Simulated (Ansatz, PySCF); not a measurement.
Si(F)(Cl)(Br)(NH2) (BrClFH2NSi), SMILES N[Si](F)(Cl)Br.

Geometry optimised at ωB97X-D3(BJ)/def2-SVP. This is a generated structure with no PubChem entry under its InChIKey; it may be hypothetical. Other conformers were not sampled.

Vertical ionisation energy (IE) and electron affinity (EA) in eV. Rows of orbital energies are one-electron estimates. Where ΔSCF, EOM or ADC give a negative EA the extra electron is unbound and the value depends on the basis.

```tsv
level	IE	EA
−ε(HOMO), −ε(LUMO), HF/def2-TZVP (PySCF)	11.79	-3.20
−ε(HOMO), −ε(LUMO), PBE/def2-TZVP (PySCF)	6.90	0.88
ΔSCF, PBE0/def2-SVPD (Ansatz), final states of multiplicity 2 and 2	10.59	-0.88
ΔSCF, PBE/def2-SVPD (Ansatz), final states of multiplicity 2 and 2	10.13	-0.65
```

Task: What vertical singlet–triplet gap does ΔSCF give with PBE0/def2-SVPD (Ansatz, a first-principles code) and with PBE/def2-SVPD (Ansatz)? (An estimate is asked for; the answer gives what the named calculation found.)

Result: 6.60 and 6.02 eV (triplet above singlet where positive).
